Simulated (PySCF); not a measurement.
Ga(H)(Me)2 (C₂H₇Ga), SMILES [CH3][GaH][CH3].

The structure is a stationary point at PBE0-D3(BJ)/def2-SVP. The structure was generated by enumeration; whether it is a known compound was not checked.

Two levels are set side by side: PBE/def2-TZVPD (PySCF) and B3LYP/def2-TZVPD (PySCF). Same geometry, gas phase. Differences are taken from unrounded values.

| quantity | PBE |
|---|---|
| orbital gap (eV) | 4.71 |
| highest occupied level (eV) | -6.48 |
| lowest empty level (eV) | -1.77 |
| dipole moment (D) | 0.61 |
| mean polarisability (bohr³) | 60.0 |

Q: These are the PBE values. What does B3LYP give? (Estimate from the structure and the level; the computed values follow.)

A: 
| quantity | B3LYP | PBE minus B3LYP |
|---|---|---|
| orbital gap (eV) | 6.21 | -1.50 |
| highest occupied level (eV) | -7.46 | 0.98 |
| lowest empty level (eV) | -1.24 | -0.52 |
| dipole moment (D) | 0.58 | 0.03 |
| mean polarisability (bohr³) | 58.1 | 1.9 |

PBE's occupied levels lie high since its potential decays too fast outside the molecule; exact exchange lowers them and widens the gap. Loosely held outer electrons make PBE densities more polarisable. Differences between two approximate levels are no errors against the true value.

Rough cost on one machine, each run with all the roots and properties that it gave: B3LYP against PBE within a factor of 2.
